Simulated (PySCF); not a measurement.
A GIAO shielding run with PySCF 2.14 (density fitting, non-relativistic, gas phase) on `C(C)[SiH2][SiH]([SiH3])[SiH3]`, C2H14Si4:

```
$ OMP_NUM_THREADS=1 python probes_run.py task.json out

{"job": {"kind": "nmr", "xc": "PBE0", "basis": "pcSseg-1"}, "charge": 0, "multiplicity": 1}
C     -2.258673    -1.116217     0.974313
C     -2.122524    -1.013631    -0.538940
Si    -1.088284     0.489061    -1.099178
Si     1.184816     0.247057    -0.627437
Si     2.317199     2.277417    -0.697573
Si     1.702386    -0.954297     1.300123
H     -2.723371    -0.218543     1.377483
H     -1.285116    -1.235498     1.446823
H     -2.875856    -1.969944     1.252798
H     -1.672472    -1.932619    -0.919772
H     -3.120770    -0.956487    -0.977142
H     -1.662483     1.674998    -0.443879
H     -1.357027     0.667519    -2.534509
H      1.733161    -0.562877    -1.746069
H      1.980656     3.103695     0.464619
H      3.774551     2.131849    -0.681958
H      1.996175     3.078868    -1.880096
H      1.191582    -2.328343     1.300305
H      3.143606    -1.062192     1.537089
H      1.137296    -0.309139     2.489964
```

Hardware: 1 thread of an Arm Neoverse N1, shared host. The job also computes population analyses, field gradients.

(1) How large is the calculation?

(2) How long does it take, and how much memory does it need?

Results:

(1) 82 electrons, 200 basis functions and 1134 auxiliary functions.

(2) 79 s of wall time, with 12 SCF cycles and 4 response iterations; peak memory 0.93 GiB. Times on a shared host scatter by some tens of per cent.
